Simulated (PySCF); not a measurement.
Cd(I)(Me) (CH₃CdI), SMILES [CH3][Cd][I]. The structure is a stationary point at B3LYP-D3(BJ)/def2-SVP. The def2 effective core potentials stand for the cores of Cd, I; spin–orbit coupling is left out.

Computed equilibrium geometry at B3LYP-D3(BJ)/def2-SVP (PySCF confirms it by a frequency run) as a Z-matrix, and its point group:
point group C3v.
```
C
H 1 1.0992
H 1 1.0992 2 109.49
H 1 1.0992 2 109.49 3 -120.04
Cd 1 2.1289 2 109.45 4 -119.98
I 5 2.6379 2 157.44 1 -180.00
```
Charge 0, spin multiplicity 1.
